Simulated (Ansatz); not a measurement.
Kohn–Sham single points on CH$_{6}$ClFGeSi (`[CH3][Ge]([F])([SiH3])[Cl]`).

```yaml
crystal:
  periodic: [false, false, false]
  atoms:
    - {symbol: C, position_ang: [0.147476, -1.074356, 1.541034]}
    - {symbol: Ge, position_ang: [0.683237, 0.023550, 0.040661]}
    - {symbol: F, position_ang: [1.826010, -0.929560, -0.870661]}
    - {symbol: Si, position_ang: [-0.906125, 0.890601, -1.514936]}
    - {symbol: Cl, position_ang: [1.833385, 1.683194, 0.805740]}
    - {symbol: H, position_ang: [1.040516, -1.373663, 2.090418]}
    - {symbol: H, position_ang: [-0.510597, -0.509651, 2.202140]}
    - {symbol: H, position_ang: [-0.372745, -1.963250, 1.181707]}
    - {symbol: H, position_ang: [-1.844120, 1.772201, -0.775027]}
    - {symbol: H, position_ang: [-0.177600, 1.659834, -2.551357]}
    - {symbol: H, position_ang: [-1.654138, -0.236001, -2.128920]}
basis:
  gaussian: {orbitals: def2-TZVPP}
hamiltonian: {xc: {name: LC-wPBE}}
output: {orbitals: {seedname: orbitals}}
```

```sh
$ ansatz run in.yaml --threads 2 --pin off --events-out ev --progress --plain --max-ram 31744MiB --backend cuda --devices 0, --max-vram 18GiB
```

It prints (some lines left out):

```
Functional definition: LC-wPBE
1630 factors; their error is unknown
466 factors; integrals over basis functions are off by at most 3.3e-5 eV
mean field evaluation 1: about -80755.2643 eV, gradient 5.2e1 eV
mean field evaluation 2: about -80755.7075 eV, gradient 5.8e1 eV
mean field evaluation 4: about -80759.9888 eV, gradient 2.1e0 eV
mean field evaluation 8: about -80760.0063 eV, gradient 5.2e-2 eV
mean field evaluation 16: about -80759.9627 eV, gradient 5.1e-5 eV
mean field -80759.96269815 eV, -2967.8738880881 hartree, gradient 5.1e-5 eV, S^2 0.000000; 0 other end points of the search recorded, 0 dependent functions left out
reference -80759.96269816 eV, -2967.8738880884 hartree; 42, 42 occupied and 236, 236 virtual orbitals, 1630 factors
Total energy: -80759.96269816 eV, -2967.8738880884 hartree
```

Run time 2.1 s (2 threads of an AMD EPYC 7R13 on a shared host and a share of an NVIDIA H100 80 GB); peak host memory 0.85 GiB.

The same input with `hamiltonian: {xc: {name: BLYP}, dispersion: d4}` (abridged; 1.4 s):

```
Functional definition: BLYP
mean field evaluation 16: about -80775.5791 eV, gradient 9.7e-5 eV
mean field -80775.57905858 eV, -2968.4477787489 hartree, gradient 5.1e-5 eV, S^2 0.000000
Total energy: -80776.15945208 eV, -2968.4691078167 hartree
```

With the line `hamiltonian: {xc: {name: BHLYP}, dispersion: d4}` (abridged; 1.8 s):

```
Functional definition: BHLYP
mean field -80773.10145914 eV, -2968.3567286488 hartree, gradient 7.6e-5 eV, S^2 0.000000
Total energy: -80773.47909746 eV, -2968.3706066013 hartree
```

Changing it to `hamiltonian: {xc: pbe, dispersion: d4}` and forces (abridged; 1.5 s):

```
Functional definition: PBE
mean field evaluation 16: about -80753.2208 eV, gradient 5.0e-4 eV
mean field -80753.22081537 eV, -2967.6261284660 hartree, gradient 6.0e-5 eV, S^2 0.000000
Total energy: -80753.49476103 eV, -2967.6361957831 hartree
Atom 0 force    -0.036329    -0.059734     0.078391 eV/Å
Atom 1 force    -0.432815     0.212475     0.085024 eV/Å
Atom 2 force     0.428920    -0.370670    -0.355626 eV/Å
Atom 3 force     0.024263    -0.014932     0.024092 eV/Å
Atom 4 force     0.182815     0.280007     0.128668 eV/Å
Atom 5 force     0.170366    -0.053313     0.101736 eV/Å
Atom 6 force    -0.122671     0.108026     0.121527 eV/Å
Atom 7 force    -0.098407    -0.164953    -0.070682 eV/Å
Atom 8 force    -0.101818     0.093005     0.068819 eV/Å
Atom 9 force     0.069673     0.081913    -0.111987 eV/Å
Atom 10 force    -0.083997    -0.111824    -0.069963 eV/Å
Dipole moment:    -0.579096    -0.127284     0.120165 e Å
```

The same input with `hamiltonian: {xc: {name: revPBE}, dispersion: d4}` (abridged; 1.4 s):

```
Functional definition: revPBE
mean field evaluation 16: about -80765.6380 eV, gradient 1.2e-4 eV
mean field -80765.63803217 eV, -2968.0824527667 hartree, gradient 2.7e-5 eV, S^2 0.000000
Total energy: -80766.34516162 eV, -2968.1084392947 hartree
```

The same input with `hamiltonian: {xc: {name: PBE-QIDH}}` (abridged; 1.9 s):

```
Functional definition: PBE-QIDH
mean field evaluation 16: about -80732.7747 eV, gradient 1.7e-4 eV
mean field -80732.77471140 eV, -2966.8747480036 hartree, gradient 3.9e-6 eV, S^2 0.000000
21 core orbitals not correlated: weight in the atoms' cores, before any rotation towards them, 1.000 or more for the frozen orbitals, at most 0.000 for the correlated occupied ones
second order -30.44140322 eV of doubles, -0.00000000 eV of singles
Total energy: -80742.92186027 eV, -2967.2476488469 hartree
```
